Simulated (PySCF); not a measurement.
Structure from NMR data

An unknown has the formula C$_{5}$H$_{8}$ClFO$_{3}$. Its calculated NMR data are:

¹H NMR (400 MHz, computed): δ 5.30 (m, 1H), 4.68 (m, 1H), 3.68 (s, 3H), 3.56 (s, 3H).

¹³C{¹H} NMR (computed): δ 181.4 (C), 111.1 (CH), 102.5 (CH), 57.8 (CH3), 57.3 (CH3).

Calculated, not measured (PySCF 2.14.0 with density-fitted response routines): GFN2-xTB geometry, GIAO PBE0/pcSseg-1 shieldings. No relativistic terms, in vacuum, one computed conformer, one averaged value for each set of equivalent atoms.

Referencing at the same level of theory: ¹H and ¹³C vs TMS.

**Question.** What is the structure?

**Answer.** 
1. The formula gives 1 degree of unsaturation (no ring in the answer).
2. 5 carbon signals for 5 carbons: no two carbons are equivalent.
3. Carbon types of the structure: 1 × C, 2 × CH, 2 × CH3, which accounts for all hydrogens.
4. δC 181.4: carbonyl carbon.
5. δC 111.1: sp3 carbon bearing two oxygens; 2 electronegative neighbours deshield it.
6. δC 102.5: sp3 CH bonded to F, α to a carbonyl; deshielded by the electronegative neighbour.
7. δC 57.8, 57.3: methyl carbon bonded to O; deshielded by the electronegative neighbour.
8. δH 5.30: hydrogen on an sp3 CH bonded to F, α to a carbonyl; its carbon carries F, an electronegative neighbour.
9. δH 4.68: hydrogen on an sp3 carbon bearing two oxygens; its carbon carries O, an electronegative neighbour.
10. δH 3.68, 3.56: hydrogen on a methyl carbon bonded to O; its carbon carries O, an electronegative neighbour.

The compound is `COC(OC)[C@@H](F)C(=O)Cl`.

The data come from this structure; uniqueness wasn't tested.

Carbons that carry Cl, above all several Cl atoms, come out too deshielded, partly because spin–orbit coupling is missing. Splittings by ¹⁹F in the carbon and heteronuclear signals aren't shown, as no couplings were computed. Shifts are as computed. Against solution values, carbons near 30 ppm lie about +3 ppm off and those near 130 ppm about +5 ppm; carbons on Cl a further +6 ppm. Of 1211 compounds with measured shifts, 218 miss one by over three times the rms of a fit or turn the order of signals round; such compounds aren't used in these exercises. No couplings were computed; multiplicities are counted from neighbouring protons, with m where these are inequivalent, close in shift, in a saturated or five-membered ring or joined by F or P, and br s for small geminal =CH2 splittings.
